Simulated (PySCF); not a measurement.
## Excitation energies in several basis sets

Compound: butyl formate, C5H10O2.
SMILES with atom numbers: `[CH3:1][CH2:2][CH2:3][CH2:4][O:5][CH:6]=[O:7]` (hydrogens: H8, H9, H10 on C1; H11, H12 on C2; H13, H14 on C3; H15, H16 on C4; H17 on C6)

TDDFT with PBE0 (PySCF), vertical singlets, core orbitals frozen in the response, spherical d and f functions. Isolated species at its PBE0-D3(BJ)/def2-SVP geometry (one conformer only).

How do the low singlets change with the basis? Take 6-31G*, 6-31+G*, def2-SVP, def2-SVPD, aug-cc-pVDZ and def2-TZVP.

| basis | functions | diffuse | S1 (eV) | S2 (eV) | S3 (eV) | S4 (eV) | S5 (eV) | LUMO (eV) | α (au) |
| --- | --- | --- | --- | --- | --- | --- | --- | --- | --- |
| 6-31G* | 118 | no | 5.98 | 8.26 | 8.65 | 9.09 | 9.41 | 0.60 | 59.0 |
| 6-31+G* | 146 | yes | 5.93 | 7.77 | 8.00 | 8.11 | 8.33 | 0.06 | 65.5 |
| def2-SVP | 148 | no | 5.94 | 8.20 | 8.56 | 8.90 | 8.94 | 0.39 | 60.4 |
| def2-SVPD | 226 | yes | 5.90 | 7.89 | 8.08 | 8.41 | 8.46 | 0.00 | 70.4 |
| aug-cc-pVDZ | 251 | yes | 5.86 | 7.33 | 7.64 | 7.81 | 7.83 | -0.09 | 71.8 |
| def2-TZVP | 277 | no | 5.90 | 7.98 | 8.38 | 8.46 | 8.74 | 0.15 | 68.4 |

States are compared by their number. Against the largest diffuse basis here (aug-cc-pVDZ, itself not a converged limit), sets without diffuse functions differ by up to 0.12 eV in S1 and 1.57 eV in S5; the smaller diffuse sets differ by up to 0.08 and 0.63 eV. State by state, the largest deviation of a set without diffuse functions is S1 0.12, S2 0.93, S3 1.01, S4 1.28, S5 1.57 eV. The same number needn't mean the same state in each row. Against aug-cc-pVDZ the polarisability deviates by -18% in 6-31G*, -9% in 6-31+G*, -16% in def2-SVP, -2% in def2-SVPD, -5% in def2-TZVP. A single + in a Pople set puts diffuse functions on heavy atoms only.
